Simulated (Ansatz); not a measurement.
Harmonic frequencies (cm⁻¹) at PBE0-D4/def2-TZVP from Ansatz: 66, 100, 278, 344, 455, 521, 557, 590, 834, 928, 934, 1829, 2216, 2236, 2249.

Problem. Which molecule is it?
A. `C[SiH]([S])Cl`•
B. `[SiH3]O[B]Cl`•
C. `[F][SnH][SiH3]`•
D. `CO[SiH2]`•

Solution. C.
